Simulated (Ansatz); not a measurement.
Born–Oppenheimer molecular dynamics of BCl$_{3}$H$_{2}$O (7 atoms, charge 0, multiplicity 1). It starts at the highest image of a converged band, a first-order saddle point between two minima.

The calculation used RKS B3LYP-D4/def2-mTZVP in Ansatz.

| Quantity | Value |
| --- | --- |
| ensemble | NVE (velocity Verlet) |
| time step | 0.5 fs |
| steps asked | 200 |
| starting velocities drawn for | 100 K |
| seed | 8471 |

First frame:

```xyz
7
Properties=species:S:1:pos:R:3
B 0.055 -0.356 -0.163
Cl -0.028 0.177 2.141
Cl 1.568 0.302 -0.765
Cl -1.497 0.074 -0.901
O 0.135 -1.737 0.379
H -0.704 -2.213 0.249
H 0.121 -1.276 1.480
```

(1) How far do the bonds stretch over the last three quarters of this one trajectory? (Pairs bonded in most of those frames.)

## Answers

(1) 
```tsv
bond	mean (Å)	spread (Å)	shortest	longest
B1–Cl2	1.841	0.114	1.67	2.19
B1–Cl3	1.807	0.064	1.68	1.89
B1–Cl4	1.853	0.083	1.70	1.96
B1–O5	1.741	0.063	1.57	1.83
O5–H6	0.976	0.012	0.95	1.00
O5–H7	0.980	0.026	0.94	1.03
```

Mean temperature of the second half: 663 K. The conserved energy stayed within 0.15 meV per atom of its start (net change 0.011 meV per atom), so the integration is sound. The kinetic energy rose, since the run started high on the potential surface and went downhill. A run of 0.1 ps of so small a system gives no equilibrium averages. The orbitals stay closed-shell, which can raise the energy where a bond breaks towards radicals; this wasn't checked here.

Run time: 2.6 min on 4 threads of AMD EPYC 9R45 96-Core Processor (Zen 5), on a shared host, peak memory 0.29 GiB.
